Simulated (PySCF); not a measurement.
Job file and geometry (Å, from GFN2-xTB) of an NMR shielding run on SMILES C[C@H](B(Cl)Cl)[Si+](C)C, [C$_{4}$H$_{10}$BCl$_{2}$Si]+, GIAO PBE0/pcSseg-1 NMR shielding, non-relativistic, gas phase in PySCF 2.14.0, density-fitted response routines; density fitting, a coarse starting grid and PySCF grid level 2 are the driver's defaults:

```
$ OMP_NUM_THREADS=1 python probes_run.py task.json out

{"job": {"kind": "nmr", "xc": "PBE0", "basis": "pcSseg-1"}, "charge": 1, "multiplicity": 1}
C     -1.712144     0.935762    -1.061427
C     -1.056505    -0.321015    -0.451712
B     -1.744127    -0.859996     0.888010
Cl    -3.366865    -1.051727     1.222318
Cl    -0.490485    -1.226133     2.093254
Si     0.785718    -0.146034     0.079309
C      1.321835     1.506655     0.818959
C      1.986354    -1.539889    -0.345934
H     -1.217926     1.219626    -1.986143
H     -2.755524     0.732519    -1.284523
H     -1.673906     1.775837    -0.374824
H     -1.137868    -1.096634    -1.223015
H      0.546338     1.940264     1.450860
H      2.219825     1.398149     1.425879
H      1.548944     2.231438     0.038298
H      2.628408    -1.774391     0.501737
H      1.470300    -2.456683    -0.631663
H      2.638871    -1.261432    -1.171041
```

**Question.** Write the output of this run.

**Answer.** 
```
coarse grid: 16504 points
cycle   1  E = -1392.1785856541  dE =  9.813e-01  |g| = 5.410e-01  |ddm| = 3.752e+00
cycle   2  E = -1392.1572963107  dE =  2.129e-02  |g| = 6.227e-01  |ddm| = 1.170e+00
cycle   3  E = -1392.2581653533  dE = -1.009e-01  |g| = 5.584e-02  |ddm| = 6.312e-01
cycle   4  E = -1392.2587234454  dE = -5.581e-04  |g| = 2.964e-02  |ddm| = 7.954e-02
cycle   5  E = -1392.2589505788  dE = -2.271e-04  |g| = 5.399e-03  |ddm| = 3.187e-02
cycle   6  E = -1392.2589573375  dE = -6.759e-06  |g| = 2.226e-03  |ddm| = 7.186e-03
final grid: 145184 points
cycle   7  E = -1392.3009612798  dE = -4.063e-05  |g| = 9.707e-03  |ddm| = 2.536e-02
cycle   8  E = -1392.3009500907  dE =  1.119e-05  |g| = 1.154e-02  |ddm| = 1.750e-02
cycle   9  E = -1392.3009844029  dE = -3.431e-05  |g| = 1.228e-03  |ddm| = 1.032e-02
cycle  10  E = -1392.3009846891  dE = -2.862e-07  |g| = 3.480e-04  |ddm| = 1.373e-03
cycle  11  E = -1392.3009847207  dE = -3.160e-08  |g| = 5.892e-05  |ddm| = 3.540e-04
cycle  12  E = -1392.3009847216  dE = -8.552e-10  |g| = 1.968e-05  |ddm| = 8.502e-05
converged SCF energy = -1392.3009847216

GIAO shielding tensors (ppm)
atom      isotropic    diamagn.    paramagn.     s11        s22        s33       span
  0 C      175.022     245.332     -70.309    161.872    175.333    187.862     25.990
  1 C      141.746     261.320    -119.574    115.088    146.689    163.461     48.372
  2 B       40.821     194.643    -153.822    -18.361     50.014     90.812    109.173
  3 Cl     617.839    1147.075    -529.237    313.297    633.260    906.959    593.662
  4 Cl     563.590    1149.779    -586.189    374.113    621.879    694.777    320.665
  5 Si      97.297     882.399    -785.102    -27.152     54.321    264.722    291.874
  6 C      178.116     256.579     -78.463    157.910    183.476    192.961     35.051
  7 C      173.832     256.240     -82.408    155.421    173.759    192.316     36.895
  8 H       30.309      29.546       0.763     25.372     27.757     37.798     12.426
  9 H       29.639      28.394       1.244     24.282     28.146     36.488     12.205
 10 H       30.293      30.301      -0.008     26.122     29.272     35.485      9.363
 11 H       28.928      32.889      -3.962     25.505     29.173     32.106      6.601
 12 H       29.755      31.059      -1.304     25.264     28.601     35.400     10.136
 13 H       29.574      28.657       0.917     25.260     26.896     36.565     11.305
 14 H       30.070      29.643       0.427     25.578     26.840     37.790     12.212
 15 H       29.678      28.535       1.143     25.573     27.058     36.402     10.828
 16 H       29.590      30.466      -0.876     25.118     28.292     35.359     10.241
 17 H       29.982      28.819       1.163     25.770     26.442     37.735     11.965
```

Size and cost of the density-fitted run: 207 basis functions, 45 s wall time on 1 thread of an Arm Neoverse V1, shared host; peak memory 0.94 GiB.
